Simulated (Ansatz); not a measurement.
Ansatz (a quantum-chemistry and plane-wave program) input (HF/6-31G*):

Ansatz 0.2 input:
```yaml
crystal:
  periodic: [false, false, false]
  atoms:
    - {symbol: C, position_ang: [-2.62117600, 1.05090800, 0.28303800]}
    - {symbol: Si, position_ang: [-1.58644200, -0.41117400, -0.22670100]}
    - {symbol: O, position_ang: [-0.00183700, -0.04852300, -0.00609500]}
    - {symbol: Si, position_ang: [1.55735500, -0.54050000, -0.14032500]}
    - {symbol: C, position_ang: [2.67893500, 0.83088100, 0.43375100]}
    - {symbol: H, position_ang: [-2.37677300, 1.92952100, -0.31709700]}
    - {symbol: H, position_ang: [-3.68369100, 0.83347400, 0.14955700]}
    - {symbol: H, position_ang: [-2.45498000, 1.29828000, 1.33329700]}
    - {symbol: H, position_ang: [-1.93496100, -1.60231800, 0.58783100]}
    - {symbol: H, position_ang: [-1.82024200, -0.73951100, -1.65551000]}
    - {symbol: H, position_ang: [1.76075300, -1.75697100, 0.68589400]}
    - {symbol: H, position_ang: [1.84260800, -0.88586900, -1.55571700]}
    - {symbol: H, position_ang: [2.53732600, 1.72881000, -0.17084200]}
    - {symbol: H, position_ang: [3.72594500, 0.52879300, 0.35283000]}
    - {symbol: H, position_ang: [2.47937900, 1.08668300, 1.47615300]}
basis:
  gaussian:
    orbitals: 6-31G*
hamiltonian:
  xc: {name: HF}
relax: {f_tol: 0.003, max_steps: 120}
```

From the output:

```
1152 factors; integrals over basis functions are off by at most 5.9e-4 eV
mean field: 0.36 GiB planned
mean field evaluation 64: about -19982.9401 eV, gradient 1.7e-5 eV
mean field -19982.94007359 eV, -734.3595027812 hartree, gradient 4.9e-5 eV, S^2 0.000000; 0 other end points of the search recorded, 0 dependent functions left out
the calculation of the forces begins
reference -19982.94007359 eV, -734.3595027812 hartree; 29, 29 occupied and 74, 74 virtual orbitals, 1152 factors
relax step  10: F+E_penalty+E_count = -19982.94007359 eV  Δ(F+E_penalty+E_count) = -7.305e-6 eV  max|allowed force component| = 1.399e-3 eV/Å  Δτ_max = 0.0013 Å  (19 SCF iters, accepted)
integrals: 0.05 GiB planned
1152 factors; integrals over basis functions are off by at most 5.9e-4 eV
mean field: 0.36 GiB planned
mean field -19982.94007359 eV, -734.3595027812 hartree, gradient 4.9e-5 eV, S^2 0.000000; 1 other end points of the search recorded, 0 dependent functions left out
the calculation of the forces begins
reference -19982.94007359 eV, -734.3595027812 hartree; 29, 29 occupied and 74, 74 virtual orbitals, 1152 factors
Total energy: -19982.94007359 eV, -734.3595027812 hartree
Atom 0 at    -2.560855     1.074133     0.296164 Å, force     0.000788    -0.001399    -0.000517 eV/Å
Atom 1 at    -1.610201    -0.449815    -0.244172 Å, force    -0.000276     0.001063     0.000664 eV/Å
Atom 2 at    -0.005780    -0.187939    -0.070774 Å, force     0.000020    -0.000232    -0.000508 eV/Å
Atom 3 at     1.578847    -0.580738    -0.157261 Å, force     0.000315     0.001137     0.000581 eV/Å
Atom 4 at     2.620119     0.859359     0.442741 Å, force    -0.000881    -0.001348    -0.000558 eV/Å
Atom 5 at    -2.287574     1.940154    -0.299998 Å, force     0.000018     0.000549    -0.000359 eV/Å
Atom 6 at    -3.631743     0.920128     0.187815 Å, force    -0.000677    -0.000057     0.000033 eV/Å
Atom 7 at    -2.362979     1.312577     1.337350 Å, force     0.000076     0.000236     0.000605 eV/Å
Atom 8 at    -2.010555    -1.614005     0.573247 Å, force    -0.000034    -0.000196    -0.000050 eV/Å
Atom 9 at    -1.908985    -0.759632    -1.657899 Å, force    -0.000030    -0.000061    -0.000170 eV/Å
Atom 10 at     1.836629    -1.774690     0.674497 Å, force     0.000064    -0.000231     0.000052 eV/Å
Atom 11 at     1.928690    -0.912723    -1.554140 Å, force    -0.000011    -0.000134    -0.000116 eV/Å
Atom 12 at     2.452530     1.745326    -0.163114 Å, force    -0.000003     0.000556    -0.000320 eV/Å
Atom 13 at     3.679073     0.617703     0.392996 Å, force     0.000671    -0.000096     0.000033 eV/Å
Atom 14 at     2.384982     1.112647     1.472612 Å, force    -0.000040     0.000213     0.000631 eV/Å
Dipole moment:     0.004321     0.140707     0.053435 e Å
```

The geometry given is a B3LYP-D3(BJ)/def2-TZVP minimum.
